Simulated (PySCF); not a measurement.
## Electron correlation in O⁻ (oxygen, charge -1)

[He] 2s2 2p5, 2P determinant. Computed with PySCF 2.14 in x2c-QZVPPall with one added diffuse shell each of s, p, d, f type (8s5p4d3f1g, 73 functions), with the spin-free X2C one-electron Hamiltonian (Gaussian nucleus). Frozen: nothing; 9 electrons correlated.

```
  level  correlation energy (mhartree)
   CCSD                        -262.84
    (T)                          -9.79
CCSD(T)                        -272.63
```

Diagnostics: T1 = 0.020, D1 = 0.0451, largest double amplitude 0.039.

Cost of the coupled-cluster step: of the order of 22 core-seconds, for 9 correlated electrons.

Iterations:

```
CC2 = 0
CCSD nocc = (np.int64(5), np.int64(4)), nmo = (73, 73)
frozen orbitals [[], []]
max_cycle = 100
direct = 0
conv_tol = 1e-08
conv_tol_normt = 1e-06
diis_space = 8
diis_start_cycle = 0
Init t2, MP2 energy = -0.25649860108169
Init E_corr(UCCSD) = -0.256498601085686
cycle = 1  E_corr(UCCSD) = -0.255472493689298  dE = 0.0010261074  norm(t1,t2) = 0.0778142
cycle = 2  E_corr(UCCSD) = -0.261972882708068  dE = -0.00650038902  norm(t1,t2) = 0.0329157
cycle = 3  E_corr(UCCSD) = -0.261618118674334  dE = 0.000354764034  norm(t1,t2) = 0.026599
cycle = 4  E_corr(UCCSD) = -0.262691512459417  dE = -0.00107339379  norm(t1,t2) = 0.00959905
cycle = 5  E_corr(UCCSD) = -0.262870882995968  dE = -0.000179370537  norm(t1,t2) = 0.00330091
cycle = 6  E_corr(UCCSD) = -0.262804304619033  dE = 6.65783769e-05  norm(t1,t2) = 0.00191498
cycle = 7  E_corr(UCCSD) = -0.262797087664966  dE = 7.21695407e-06  norm(t1,t2) = 0.000771189
cycle = 8  E_corr(UCCSD) = -0.262845170134055  dE = -4.80824691e-05  norm(t1,t2) = 0.000306169
cycle = 9  E_corr(UCCSD) = -0.262847199224552  dE = -2.0290905e-06  norm(t1,t2) = 0.000103099
cycle = 10  E_corr(UCCSD) = -0.262842149946346  dE = 5.04927821e-06  norm(t1,t2) = 4.3394e-05
cycle = 11  E_corr(UCCSD) = -0.262843408608311  dE = -1.25866197e-06  norm(t1,t2) = 2.28619e-05
cycle = 12  E_corr(UCCSD) = -0.262843561043312  dE = -1.52435e-07  norm(t1,t2) = 7.85869e-06
cycle = 13  E_corr(UCCSD) = -0.262843346860556  dE = 2.14182755e-07  norm(t1,t2) = 3.94654e-06
cycle = 14  E_corr(UCCSD) = -0.262843370192783  dE = -2.3332227e-08  norm(t1,t2) = 1.09694e-06
cycle = 15  E_corr(UCCSD) = -0.262843332605581  dE = 3.75872021e-08  norm(t1,t2) = 3.75153e-07
cycle = 16  E_corr(UCCSD) = -0.26284332921317  dE = 3.39241113e-09  norm(t1,t2) = 1.79075e-07
UCCSD converged
E(UCCSD) = -75.11250728308393  E_corr = -0.2628433292131699
UCCSD(T) correction = -0.00978738796027954
```

This basis was not built for core-valence correlation, so the inner-shell part is incomplete.
